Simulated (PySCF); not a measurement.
**Correlation energy of Cl⁵⁺ (chlorine, charge +5)**

Starting occupation: [Ne] 3s2. Computed with PySCF 2.14 in x2c-TZVPPall-2c with one added diffuse shell each of s, p, d type (6s7p4d1f, 54 functions), with X2C-1e with screened-nucleus spin-orbit coupling, Gaussian nucleus. Frozen: nothing; 12 electrons correlated.

MP2 pair energies summed by pair of shells (mhartree):

```
       pair  energy  share (%)
2p1/2-2p3/2  -53.78       23.5
2p3/2-2p3/2  -49.94       21.8
3s1/2-3s1/2  -41.47       18.1
2p3/2-3s1/2  -17.23        7.5
2p3/2-2s1/2  -13.21        5.8
1s1/2-1s1/2  -12.57        5.5
2p1/2-2p1/2  -11.48        5.0
2p1/2-3s1/2   -8.50        3.7
2p1/2-2s1/2   -6.62        2.9
2s1/2-2s1/2   -4.84        2.1
1s1/2-2p3/2   -3.14        1.4
2s1/2-3s1/2   -2.76        1.2
1s1/2-2p1/2   -1.58        0.7
1s1/2-2s1/2   -1.46        0.6
1s1/2-3s1/2   -0.30        0.1
```

Total MP2 correlation energy: -228.89 mhartree.

```csv
level,correlation energy (mhartree)
CCSD,-243.19
(T),-1.76
CCSD(T),-244.95
```

Diagnostics: T1 = 0.0020, largest double amplitude 0.103.

Cost of the coupled-cluster step: 220 s of wall time on 4 threads of Neoverse-V2 (shared host), for 12 occupied and 96 virtual spinors.

The basis has no tight functions for the innermost shells, so their pair energies are far from complete.

This basis was not built for core-valence correlation, so the inner-shell part is incomplete.
